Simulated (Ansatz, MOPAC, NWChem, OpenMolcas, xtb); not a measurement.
## CH2FNSi (SMILES FC1=N[SiH2]1): methods side by side

CH2FNSi, singlet, SMILES `FC1=N[SiH2]1`. Each level relaxes the structure for itself.

Each level gives the zero-point energy at each level's own minimum (kJ/mol). The values are calculated.

| level | kind | program | value (kJ/mol) |
| --- | --- | --- | --- |
| MNDOD | semi-empirical | MOPAC | 81.5 |
| PM6 | semi-empirical | MOPAC | 71.7 |
| PM6-D3H4 | semi-empirical | MOPAC | 71.7 |
| GFN1-xTB | semi-empirical | xtb | 69.7 |
| HF/3-21G | Hartree–Fock | OpenMolcas | 79.1 |
| HF/6-31G* (Cartesian functions) | Hartree–Fock | OpenMolcas | 82.4 |
| B3LYP-D3(BJ)/6-311G** | global hybrid | NWChem | 74.6 |
| B3LYP/def2-SVP | global hybrid | NWChem | 75.1 |
| PBE0-D4/def2-TZVP | global hybrid | Ansatz | 75.5 |

Harmonic and unscaled. The values span 69.7 to 82.4 kJ/mol.
